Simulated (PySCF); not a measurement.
**Fractional electron number in Zn (zinc, neutral)**

The 4s beta orbital of [Ar] 3d10 4s2 is emptied in steps (occupation f), with all orbitals relaxed, ending at [Ar] 3d10 4s1. Computed with PySCF 2.14 in aug-cc-pVTZ-PP with ECP10MDF (6s6p5d3f2g, 88 functions), with a scalar-relativistic core potential. The exact energy is a straight line in f; departures are measured from the line between the end points of the same method.

| f | UHF (eV) | LDA (eV) | PBE (eV) |
| --- | --- | --- | --- |
| 1 | 0.000 | 0.000 | 0.000 |
| 0.75 | 0.058 | -0.698 | -0.683 |
| 0.5 | 0.072 | -0.936 | -0.919 |
| 0.25 | 0.051 | -0.705 | -0.695 |
| 0 | 0.000 | 0.000 | 0.000 |

| method | E(f=0) − E(f=1) (eV) | −ε at f=1 (eV) | −ε at f=0.5 (eV) |
| --- | --- | --- | --- |
| UHF | 7.796 | 8.127 | 7.779 |
| LDA | 9.913 | 6.220 | 9.893 |
| PBE | 9.566 | 5.956 | 9.534 |

Orbital energy along the path (eV):

```csv
f,UHF,LDA,PBE
1,-8.127,-6.220,-5.956
0.75,-7.934,-8.033,-7.718
0.5,-7.779,-9.893,-9.534
0.25,-7.648,-11.783,-11.400
0,-7.536,-13.684,-13.276
```

Reference removal energy between the ground levels: 9.394 eV (measured; NIST Atomic Spectra Database, ionization energies). UHF lacks correlation.
